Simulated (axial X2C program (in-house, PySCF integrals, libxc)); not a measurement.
## Ionising VSi

Computed with an in-house relativistic program for diatomic molecules, spin-free (one-electron X2C) or two-component (2c: spin–orbit coupling with atomic mean-field Coulomb and Gaunt terms, which also bring small scalar terms), in Dyall basis sets with cores contracted in-house; open shells are unrestricted.

Basis sets: Si dyall-v3z, V dyall-cv3z. Frozen shells (counts by l): VSi V 3s2p, Si 2s1p, 9 electrons correlated; VSi⁺ V 3s2p, Si 2s1p, 8 electrons correlated. Coupled cluster in natural virtuals with an MP2 remainder. Where the outer core of a metal is frozen, bonds come out longer and ionisation energies lower.

| Hamiltonian | level | VSi state | Re (Å) | ωe (cm⁻¹) | De (eV) |
| --- | --- | --- | --- | --- | --- |
| spin-free | HF | M_S = 5/2, Λ = 0 | 2.614 | 275.6 | 0.74 |
| spin-free | PBE0 | M_S = 5/2, Λ = 0 | 2.373 | 379.1 | n/a |
| 2c | HF | Ω = 5/2 | 2.614 | 275.5 | n/a |
| 2c | PBE0 | Ω = 5/2 | 2.373 | 379.0 | n/a |
| 2c | CCSD | Ω = 5/2 | 2.421 | 337.5 | n/a |
| 2c | CCSD(T) | Ω = 5/2 | 2.405 | 349.9 | n/a |

Adiabatic ionisation energy (minimum to minimum, no zero-point term) and constants of VSi⁺:

```csv
Hamiltonian,level,VSi⁺ state,IE (eV),Re (Å),ωe (cm⁻¹),De (eV),fragments
spin-free,HF,"M_S = 3, Λ = 0",6.01,2.453,343.8,0.82,V+ + Si
spin-free,PBE0,"M_S = 3, Λ = 0",6.65,2.377,359.8,2.11,V+ + Si
2c,HF,Ω = 3,6.00,2.453,343.8,n/a,V+ + Si
2c,PBE0,Ω = 3,6.65,2.377,359.5,n/a,V+ + Si
2c,CCSD,Ω = 3,6.37,2.386,373.1,n/a,V+ + Si
2c,CCSD(T),Ω = 3,6.44,2.400,359.1,n/a,V+ + Si
```

(1) Add the zero-point terms to the ionisation energy at CCSD(T), 2c, and say whether the electron removed was bonding.

Each entry is the lowest single determinant of a limited PBE0 search at one distance. De goes to single-determinant-based atoms at the same level (for ions the charge split of lowest energy) and is withheld (n/a) where an atom does not fit its ground term or J level. Main or longest-lived isotopes. One determinant is a doubtful description, or other states lie close, for VSi, VSi⁺; these need not be ground states, and all values refer to the states named. Some open-shell Ω = 0 determinants are out of reach, so the Ω given for VSi⁺ need not be the lowest component. With several unpaired electrons the Ω given is that of one determinant, not necessarily of the lowest component. The functionals have no current term, which raises determinants with orbital currents.

## Answers

(1) IE0 = IE + (ωe⁺ − ωe)/2 = 6.44 + (0.001) = 6.44 eV. Re changes by -0.005 Å, so the electron was nearly non-bonding.
